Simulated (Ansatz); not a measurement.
NiF, multiplicity 2 (the spin of the measured ground state), most abundant isotopes (57.9353 and 18.9984 u). Constants from fifth-degree fits in 1/R to seven points on the lowest solution found; no spin–orbit coupling, no relativity up to Kr; ω_e x_e and α_e move by some per cent with the fit.

Correlated levels freeze the inner cores; with def2 sets outer-core shells near the valence are correlated too.

Run with Ansatz (a quantum-chemistry and plane-wave program) with Gaussian orbitals. 

Total energies (hartree; each atom in its lowest state at that level) and vibrational constants (cm⁻¹):

```tsv
level	E(NiF) at r_e	E(Ni)	E(F)	ω_e	ω_e x_e
PBE/def2-TZVPP	-1607.880421	-1508.039963	-99.669123	632	3.7
B3LYP/def2-TZVPP	-1608.254605	-1508.329050	-99.770147	608	3.4
wB97M-V/def2-TZVPP	-1608.100484	-1508.190462	-99.745271	612	3.1
CCSD(T)/def2-TZVPP	-1607.272912	-1507.490948	-99.625056	611	3.1
```

Q: Work out D_e and D₀ in eV.

A: 
D_e = E(Ni) + E(F) − E(molecule), times 27.2114 eV; D₀ = D_e − (ω_e/2 − ω_e x_e/4)/8065.54.
- PBE/def2-TZVPP: D_e = 4.662, zero point 0.039, D₀ = 4.623 eV
- B3LYP/def2-TZVPP: D_e = 4.229, zero point 0.038, D₀ = 4.191 eV
- wB97M-V/def2-TZVPP: D_e = 4.483, zero point 0.038, D₀ = 4.445 eV
- CCSD(T)/def2-TZVPP: D_e = 4.270, zero point 0.038, D₀ = 4.232 eV
No counterpoise correction is made.
